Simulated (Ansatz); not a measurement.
Frontier orbitals of BH6NO3, SMILES `[NH3+][B-](O)(O)O`.

The species carries charge 0 and has multiplicity 1. The structure was optimised at the PBE0-D4/def2-TZVP level. It is one conformer, not always the lowest. Basis def2-TZVPP, Ansatz 0.2.0.

Orbital energies of one run (eV). Highest occupied ones, from the top: -6.27, -6.38, -6.38, -8.06, -8.06, -8.36, -10.30, -11.77, -11.77, -13.34, -13.43, -13.43, -22.97, -23.51. Empty: -0.55, 0.99, 1.36, 1.36, 1.82, 1.82.

Question: Which functional gave them?
A. r2SCANh
B. HSE06 (plane-wave form)
C. LDA (SPW92)
D. CAM-B3LYP

Answer: C. HOMO energies: LDA (SPW92) -6.27, HSE06 -7.34, CAM-B3LYP -9.28, r2SCANh -7.06 eV.
